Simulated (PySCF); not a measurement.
Computed shifts of a molecule CH₆OSi₂, HF/pcSseg-1 (PySCF), GIAO, gas phase, atoms alike by connectivity averaged where their shifts nearly agree, in ppm (number of nuclei): ¹³C: 240.4 (1). ²⁹Si: -68.3 (1), -94.6 (1). ¹H: 11.78 (1), 4.33 (1), 4.08 (1), 3.65 (3). References: ¹⁷O against H2O (σ = 333.0 ppm); ¹³C against TMS (σ = 192.6 ppm); ²⁹Si against TMS (σ = 393.8 ppm); ¹H against TMS (σ = 31.99 ppm), references at their B3LYP-D3(BJ)/def2-TZVP geometries, non-relativistic. The structure is a stationary point at B3LYP-D3(BJ)/def2-SVP. The values are those of a single conformer.

Question: Which molecule gave these data?
A) C1O[SiH2][SiH2]1
B) O=C[SiH2][SiH3]
C) C1[SiH2]O[SiH2]1
D) O=C([SiH3])[SiH3]

Answer: B, O=C[SiH2][SiH3]
